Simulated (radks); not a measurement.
Question: Isoelectronic series with 17 electrons, each ion in its NIST ground configuration. Method: scalar-relativistic Kohn-Sham, PBE, spin-polarised, spherical densities, point nucleus; open shells are filled with parallel spins first (spin-orbit coupling, left out, can overturn this in heavy ions); computed with a radial shooting solver on a logarithmic mesh with Libxc functionals. Total energies (hartree) and orbital eigenvalues (eV):

ion    configuration  E (hartree)    3p down      3p up
Cl      [Ne] 3s2 3p5   -461.44137    -8.1193    -8.9964
Ca3+    [Ne] 3s2 3p5   -677.78786   -58.9327   -60.3125
V6+     [Ne] 3s2 3p5   -938.33400  -139.4192  -141.2665
Fe9+    [Ne] 3s2 3p5  -1243.30540  -248.2453  -250.5477
Cu12+   [Ne] 3s2 3p5  -1593.06539  -385.0793  -387.8311
Ge15+   [Ne] 3s2 3p5  -1988.06539  -549.8595  -553.0583
Br18+   [Ne] 3s2 3p5  -2428.83363  -742.6405  -746.2854
Nb24+   [Ne] 3s2 3p5  -3450.16542  -1212.727  -1217.265
Ru27+   [Ne] 3s2 3p5  -4032.17083  -1490.395  -1495.381
Ag30+   [Ne] 3s2 3p5  -4662.83736  -1796.778  -1802.213
Sn33+   [Ne] 3s2 3p5  -5343.10545  -2132.132  -2138.019
I36+    [Ne] 3s2 3p5  -6074.01615  -2496.744  -2503.084
Ba39+   [Ne] 3s2 3p5   -6856.7204  -2890.926  -2897.722
Pr42+   [Ne] 3s2 3p5   -7692.4902  -3315.019  -3322.274

Estimate the row of Sr21+ ([Ne] 3s2 3p5).

Answer: E (hartree) -2915.97349; 3p down -963.5415; 3p up -967.6327.
